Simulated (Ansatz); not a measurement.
ZrTe₂, relaxed as a quintet with UKS PBE-D4/def2-TZVP in Ansatz, starting from the PBE-D4/def2-TZVP geometry of the neutral singlet. Force threshold 0.02 eV/Å.

In the def2 sets Te, Zr take a core potential; there is no spin–orbit coupling. The gap within one spin of the charge 0 quintet nearly closes, so an electron or hole may be smeared out by delocalisation error. The relaxation made no stability test and no search for a lower SCF solution. At PBE-D4/def2-TZVP a singlet of charge 0 lies 2.66 eV below the quintet, each at its own geometry. The structure comes from a short search, and lower isomers may exist.

Start:

```
atom   x (Å)   y (Å)   z (Å)
 Zr1   0.731  -0.442   0.517
 Te2  -0.458  -1.425  -1.533
 Te3  -0.272   1.866   1.016
```

```csv
step,energy (eV),largest force component (eV/Å),SCF passes
1,-15865.8991,2.251,47
2,-15866.1999,0.810,33
3,-15866.2790,0.073,33
4,-15866.2799,0.019,31
5,-15866.2802,0.002,30
```

Force components are those of the run's own axes.

End:

```xyz
3

Zr    0.7378   -0.4459    0.5218
Te   -0.4716   -1.5955   -1.6698
Te   -0.2662    2.0414    1.1480
```

By distances, no bond broke or formed. The bond that changes most is Zr1–Te2, from 2.57 to 2.75 Å (atoms count from 1).

The force fell under the threshold at step 4, but the optimiser went on. No frequencies were taken in this run, so the end may be a saddle point.

Run time 12 s (4 threads of Arm Neoverse V1 on a shared host).
